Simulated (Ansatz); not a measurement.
Isolated molecules relaxed with PBE0-D4/def2-TZVP in Ansatz; ΔE leaves out vibrations. CCSD(T)/CBS is the MP2 limit (def2-TZVPP, def2-QZVPP) plus CCSD(T) − MP2 in def2-TZVPP, frozen cores. This one scheme is used for every species, atoms too. Functionals use def2-TZVPP. B3LYP here is the variant with VWN-RPA as its local correlation; programs differ in this. Open shells (•) are unrestricted, without spin–orbit coupling. Spin–orbit coupling would lower the free atoms: a little for B, O; strongly for Sn. Elements past krypton have def2 core potentials. For Sn outer-core shells are correlated without core-valence functions, so the limit isn't a true one: a few kJ/mol of doubt a bond, and 10 to 20 or more in all where bonds break to atoms. One conformer a species, not always the lowest.

Consider the atomization: `OB[O][SnH3]` → B• + 5 H• + 2 O• + Sn•.

What is ΔE at CCSD(T)/CBS? (An estimate is asked.)

Ansatz gave: +3116.6 kJ/mol.

What do these levels give: B3LYP-D4, ωB97X-V, PBE0, MP2/def2-TZVPP, CCSD(T)/def2-TZVPP, SCS-MP2/def2-QZVPP? (An estimate is asked.)

Ansatz gave: B3LYP-D4 3089.0, ωB97X-V 3113.2, PBE0 3048.2, MP2/def2-TZVPP 3073.2, CCSD(T)/def2-TZVPP 3034.1, SCS-MP2/def2-QZVPP 3117.6 kJ/mol.

Largest T1 diagnostic among the species: 0.014.

From PBE to PBE0 (25 % exact exchange), in def2-TZVPP and without D4, ΔE moves by −61.1 kJ/mol: exact exchange takes away binding that semilocal exchange gives to molecules. In def2-TZVPP, CCSD(T) changes the Hartree–Fock value by +798.5 kJ/mol (the triples alone add +46.8 kJ/mol) and MP2 by +837.6 kJ/mol; breaking electron pairs costs correlation energy, which Hartree–Fock lacks.

For atomizations the MP2-based limit and the directly extrapolated one differ by several kJ/mol either way, and by 10 to 25 for some Ge, Se and Sn compounds, so smaller differences from it don't rank the levels.
